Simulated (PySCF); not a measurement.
GaH2Cl, SMILES [Cl][GaH2]. Geometry: B3LYP-D3(BJ)/def2-TZVP.

PySCF 2.14.0 with TDA-ωB97X/def2-TZVPD puts the lowest singlet excitations at 5.44, 6.82, 6.83, 6.90, 7.42, 7.96 eV.

Task: What are the lowest excitation roots from PySCF 2.14.0 with ADC(2)/aug-cc-pVDZ? (The exact figures need the calculation; the answer reports its results.)

Result: 5.63, 6.72, 7.06, 7.16, 7.40, 7.97 eV. S1 differs by 0.19 eV (second minus first; roots are paired by order, and the bases may differ).
